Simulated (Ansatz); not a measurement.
Start from `CC(C)[Si]O` and change one atom or group to get `C[CH](C)[Mg][NH2]`.

Ansatz, PBE0-D4/def2-TZVP geometries, multiplicity 1. Each molecule was computed in one conformer, which needn't be the lowest.

| property | `CC(C)[Si]O` |
| --- | --- |
| HOMO energy (PBE0/def2-TZVPP) / eV | -6.11 |
| size of the dipole moment (ωB97M-V/def2-TZVPP) / D | 2.34 |
| HOMO–LUMO gap (PBE0/def2-TZVPP) / eV | 4.57 |
| HOMO energy (ωB97M-V/def2-TZVPP) / eV | -8.20 |
| HOMO energy (B3LYP/def2-TZVPP) / eV | -5.95 |
| LUMO energy (B3LYP/def2-TZVPP) / eV | -1.74 |

Task: What does the change do to each property? (Best estimate.)

Result: The calculation gave: 
```csv
property,`C[CH](C)[Mg][NH2]`,shift
HOMO energy (PBE0/def2-TZVPP) / eV,-6.14,-0.03
size of the dipole moment (ωB97M-V/def2-TZVPP) / D,0.43,-1.91
HOMO–LUMO gap (PBE0/def2-TZVPP) / eV,5.46,0.89
HOMO energy (ωB97M-V/def2-TZVPP) / eV,-8.35,-0.15
HOMO energy (B3LYP/def2-TZVPP) / eV,-5.92,0.03
LUMO energy (B3LYP/def2-TZVPP) / eV,-0.94,0.80
```

Dipoles are sizes alone; their direction can turn.

B3LYP here is the variant with VWN-RPA as its local correlation; programs differ in this.
